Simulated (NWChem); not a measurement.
Species: BCl cation, doublet; SMILES of the neutral closed-shell parent BCl

```xyz
2

B      0.0000     0.0000    -1.2134
Cl     0.0000     0.0000     0.3903
```
Atoms are numbered in this order, from 1.

Level: PBE0/def2-SVP, spin-unrestricted (NWChem), optimised geometry, unscaled harmonic frequencies. The spin multiplicity was typed, not searched, and may not be the lowest.

### Question
List the harmonic frequencies with IR intensities, and the thermochemistry.

### Answer
```json
[
 {"frequency (cm⁻¹)": "1162", "IR intensity (km/mol)": "179.0"}
]
```

```
Property                                                                           Value
-----------------------------------------------------------------------  ---------------
zero-point energy                                                           1.7 kcal/mol
thermal correction to the enthalpy at 298.15 K (with zero-point energy)     3.7 kcal/mol
heat capacity Cv                                                         5.2 cal/(mol K)
```

Rigid rotor and harmonic oscillator.
